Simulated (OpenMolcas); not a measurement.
An OpenMolcas run meant for Ho V (ANO-RCC-VQZP, DKH4; inactive shells 1s 2s 2p 3s 3p 3d 4s 4p 4d 5s 5p; intended active space 9 electrons in 7 orbitals (4f)). One step of its input:

```
&CASPT2
Multistate=18 1 2 3 4 5 6 7 8 9 10 11 12 13 14 15 16 17 18
Frozen=14 9
IPEA=0.25
Imaginary=0.1
MaxIter=60
WThr=0.0 0.3 0.05
PrWF=0.5
NoMix
Deleted=29 33
```

The run finished. Its levels beside those of a sound run (SS-CASPT2, IPEA 0.25 Eh, imaginary shift 0.1 Eh (closed shells correlated: 5s 5p)), in cm-1 above each run's lowest level:

```csv
Level,This run,Usual run
4f9 6H* 15/2,0.0,0.0
4f9 6H* 13/2,4325,4359
4f9 6H* 11/2,7499,7521
4f9 6H* 9/2,9789,9761
4f9 6F* 11/2,11452,10396
4f9 6F* 9/2,12467,11356
4f9 6H* 7/2,11499,11455
4f9 6H* 5/2,12752,12704
4f9 6F* 7/2,14769,13674
4f9 6F* 5/2,16946,15865
4f9 6F* 3/2,18638,17572
4f9 6F* 1/2,19696,18640
4f9 4F* 9/2 [71 %],27294,25612
```

Task: Which setting is unsound, and how much does it matter here?

Result: Nearly half of the orbitals are deleted from the virtual space, which removes much of the correlation energy. Against the sound run the excited levels shown move by 690 cm-1 on average and by 1700 cm-1 at most.

CASPT2 does not keep the components of a term degenerate, so their means are used; among the terms shown or strongly mixed into the levels shown the widest spread is 1100 cm-1 (4f9 6H*, this run). High states are left out of the spin-orbit mixing, which shifts the levels that they would mix with. Only configurations of the active space appear.

A share in square brackets marks a mixed level and gives the weight of the term that names it, the lowest over the columns. * marks odd parity.
